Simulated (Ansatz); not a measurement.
Cost and result up the ladder for Ge6H8 (14 atoms). Charge 0, multiplicity 1. Geometry: PBE0-D4/def2-SVP.

```xyz
14

Ge    1.2377    1.9153    0.9553
Ge   -1.0919    1.4291    0.5456
Ge    1.7298    0.0018   -0.4165
Ge   -1.3299   -1.2439   -0.4684
Ge    0.8688   -2.2352   -0.6157
Ge   -2.2069    0.8137   -1.6130
H     1.6912    1.8285    2.4186
H    -1.6897   -1.5982    1.0120
H     1.2912    0.5666   -1.8075
H    -1.4801    0.7778    1.9132
H     1.2408   -3.2032    0.5168
H    -3.4803    0.5705   -0.6702
H     1.8679    3.1059    0.2182
H     1.3515   -2.7287   -1.9882
```

Ansatz on 4 threads of Intel Xeon Platinum 8259CL on a shared host. Times are rough, and most runs start from the orbitals of an earlier one. No level here is sound enough to serve as a yardstick. Binding counts from free atoms at the same level (Ge triplet, H doublet; other spins of the atoms weren't run), without zero-point energy or a counterpoise term.

Correlated methods freeze 54 core orbitals; core or outer-core shells of Ge are correlated, in sets that lack core-valence functions. The rows differ in basis, and correlated rows in double-zeta sets carry the largest basis error. Another isomer (singlet) lies 0.19 eV lower at PBE0-D4/def2-TZVP; other spin states weren't run for this one.

Correlated methods converge slowly with the basis, most of all in double-zeta sets.

```json
{"level": "MP2/def2-SVP", "functions": "232", "binding energy per atom (eV)": "2.45", "remarks": "restricted SCF unstable"}
{"level": "r2SCAN-D4/def2-TZVP", "functions": "336", "binding energy per atom (eV)": "2.70", "remarks": "restricted SCF unstable in HF"}
{"level": "B97M-V/def2-TZVP", "functions": "336", "binding energy per atom (eV)": "2.71", "remarks": "restricted SCF unstable in HF"}
{"level": "PBE-D4/def2-TZVP (with forces)", "functions": "336", "binding energy per atom (eV)": "2.68", "remarks": "restricted SCF unstable in HF"}
{"level": "LDA (SPW92)/def2-TZVP", "functions": "336", "binding energy per atom (eV)": "3.09", "remarks": "restricted SCF unstable in HF"}
{"level": "PBE0-D4/def2-TZVP", "functions": "336", "binding energy per atom (eV)": "2.65", "remarks": "restricted SCF unstable in HF"}
```

Q: Estimate how long each takes.

A: LDA (SPW92)/def2-TZVP 6.5 s; PBE-D4/def2-TZVP (with forces) 11 s; r2SCAN-D4/def2-TZVP 16 s; MP2/def2-SVP 19 s; B97M-V/def2-TZVP 29 s; PBE0-D4/def2-TZVP 34 s. On shared hardware such times vary by a factor of up to 3.
